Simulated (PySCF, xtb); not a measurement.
C2H5IMg, SMILES C[CH2][Mg][I].

GFN2-xTB (xtb) at its own geometry gives an orbital gap of 2.77 eV and a dipole moment of 7.36 D.

The structure is a stationary point at PBE0-D3(BJ)/def2-SVP. The structure was generated by enumeration; whether it is a known compound was not checked. The def2 effective core potentials stand for the cores of I; spin–orbit coupling is left out. The values are those of a single conformer.

What does B3LYP/def2-TZVP run with PySCF give? (The exact figures need the calculation; the answer reports its results.)

gap 5.28 eV (levels -6.74 and -1.45 eV), dipole 2.18 D.
